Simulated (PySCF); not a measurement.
A PySCF script (with the pyscf-properties extension) for the NMR shieldings of SMILES C[Si@@H](S)[SiH2]O[SiH3], CH$_{10}$OSSi$_{3}$, on a GFN2-xTB geometry:

```python
import basis_set_exchange as bse
import numpy as np
from pyscf import gto, dft
from pyscf.prop import nmr

atoms = """
C    -2.257676    0.745593    0.927236
Si   -1.247300   -0.824922    0.566583
S    -2.689303   -2.122203   -0.424922
Si    0.581393   -0.482344   -0.797403
O     1.570680    0.368494    0.165833
Si    2.903861    1.125520    0.688804
H    -3.125564    0.531124    1.545688
H    -1.650838    1.484552    1.442597
H    -2.619437    1.195470    0.005359
H    -0.998631   -1.503647    1.852786
H    -1.846943   -3.096038   -0.730586
H     1.302098   -1.695766   -1.209713
H     0.364332    0.323212   -2.005674
H     3.760944    0.099898    1.276996
H     3.545375    1.777794   -0.449854
H     2.399410    2.082206    1.669826
"""
names = dict.fromkeys(["C", "Si", "S", "O", "H"], "pcSseg-1")
basis = {el: gto.basis.parse(bse.get_basis(n, elements=[el], fmt="nwchem")) for el, n in names.items()}
mol = gto.M(atom=atoms, basis=basis, charge=0, verbose=0)
mf = dft.RKS(mol, xc="PBE0")
mf.grids.level = 2
mf.grids.alignment = dft.numint.BLKSIZE   # the property module wants whole blocks of grid points
mf.conv_tol = 1e-9
mf.kernel()

calc = nmr.RKS(mf)   # GIAO
C = mf.mo_coeff
Co = C[:, mf.mo_occ > 0]
resp = mf.gen_response(singlet=True, hermi=2)
def vind(x):   # induced exchange potential for any number of trial vectors
    d = np.einsum("pi,xij,qj->xpq", C, 2 * x.reshape(-1, C.shape[1], Co.shape[1]), Co, optimize=True)
    return np.einsum("xpq,pi,qj->xij", resp(d - d.transpose(0, 2, 1)), C, Co, optimize=True).ravel()
mo1, _ = nmr.rhf.solve_mo1(calc, with_cphf=vind)
sigma = calc.kernel(mo1)
for i, s in enumerate(sigma):   # ppm
    w = np.linalg.eigvalsh((s + s.T) / 2)
    print("%2d %-2s iso %8.1f  s11 %8.1f  s22 %8.1f  s33 %8.1f" % (i, mol.atom_pure_symbol(i), w.mean(), *w))
```

**Question.** What does it print?

**Answer.** 
```
 0 C  iso    191.2  s11    187.4  s22    192.1  s33    194.1
 1 Si iso    382.6  s11    353.8  s22    390.2  s33    403.8
 2 S  iso    781.7  s11    685.9  s22    690.9  s33    968.2
 3 Si iso    381.9  s11    335.3  s22    352.2  s33    458.3
 4 O  iso    346.5  s11    258.0  s22    383.8  s33    397.8
 5 Si iso    389.5  s11    352.5  s22    354.8  s33    461.2
 6 H  iso     30.9  s11     25.9  s22     28.4  s33     38.3
 7 H  iso     31.1  s11     25.9  s22     28.7  s33     38.7
 8 H  iso     31.2  s11     27.2  s22     28.6  s33     37.9
 9 H  iso     26.3  s11     22.4  s22     25.1  s33     31.5
10 H  iso     32.2  s11     23.4  s22     28.6  s33     44.6
11 H  iso     26.4  s11     22.5  s22     26.2  s33     30.5
12 H  iso     26.3  s11     23.1  s22     25.8  s33     30.2
13 H  iso     26.7  s11     23.1  s22     25.1  s33     31.8
14 H  iso     26.7  s11     23.3  s22     25.0  s33     31.8
15 H  iso     26.7  s11     22.8  s22     25.6  s33     31.7
```

These numbers come from an equivalent density-fitted implementation of the same equations, which agrees with the script to about 0.01 ppm for H and up to a few tenths of a ppm for heavy atoms, so last digits may differ.

**Question.** Turn these shieldings into chemical shifts. Referencing at the same level of theory: 13C (186.93 ppm), 29Si (349.16 ppm), 1H (31.72 ppm) against TMS; 33S (503.73 ppm) against CS2; H2O for 17O (336.08 ppm).

**Answer.** Averaging equivalent atoms: C 0: -4.2; Si 3: -32.8; Si 1: -33.4; Si 5: -40.3; S 2: -278; O 4: -10.5; H 12: 5.38; H 9: 5.37; H 11: 5.33; H 13/14/15: 5.04; H 6/7/8: 0.64; H 10: -0.49 ppm. Experimental scales use liquid or dissolved standards, which lie at an offset from isolated H2O (liquid H2O: subtract about 36 ppm).

Size and cost of the density-fitted run: 180 basis functions, 49 s wall time on 1 thread of an Arm Neoverse V1, shared host; peak memory 0.88 GiB.
